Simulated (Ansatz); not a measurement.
Diatomic MoF+, multiplicity 5 (lowest of 2S+1 = 1, 3, 5, 7, 9 at CCSD(T)/def2-TZVPP on PBE0 minima; our sources give no spin for the ground state, which may be another). No spin–orbit coupling.

The constants come from a fifth-degree fit in 1/R (seven points, main isotopes). In def2 and cc sets the state is the lowest found near the PBE0 minimum, followed along R.

Correlated levels freeze the inner cores; with def2 sets outer-core shells near the valence are correlated too.

Codes used: Ansatz (a program for electronic structure).  In def2 rows elements past Kr take small-core potentials, without spin–orbit coupling.

What bond length and harmonic frequency does r2SCAN/def2-TZVPP give?

r_e = 1.833 Å, ω_e = 735 cm⁻¹.

What bond length and harmonic frequency does B3LYP/def2-TZVPP give?

r_e = 1.839 Å, ω_e = 729 cm⁻¹.

What bond length and harmonic frequency does CCSD(T)/def2-TZVPP give?

r_e = 1.838 Å, ω_e = 742 cm⁻¹.
